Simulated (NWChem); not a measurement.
# CH₄FNOW; SMILES [F][W](=[O])(=[NH])[CH3]

Results from NWChem. The geometry was optimised at PBE0/def2-SVP. Not confirmed as a minimum by frequencies. def2 effective core potentials on W; no spin-orbit coupling. Level r2SCAN/def2-SVP: energy and gradient on several grids; changes count from the extra-fine grid, which is no exact limit either.

Question: Which is the coarsest grid (xcoarse; xfine; fine; medium; coarse) from which on the energy stays within 100 μHa and each gradient component within 200 μHa/bohr of xfine?

Answer: fine.
```tsv
grid	size of the energy change (μHa)	largest change of a gradient component (μHa/bohr)	time, medium = 1 (rough)
xcoarse	3000	8000	about 1
coarse	800	900	about 1
medium	300	100	about 1
fine	30	50	about 1
xfine	< 10	< 30	2
```
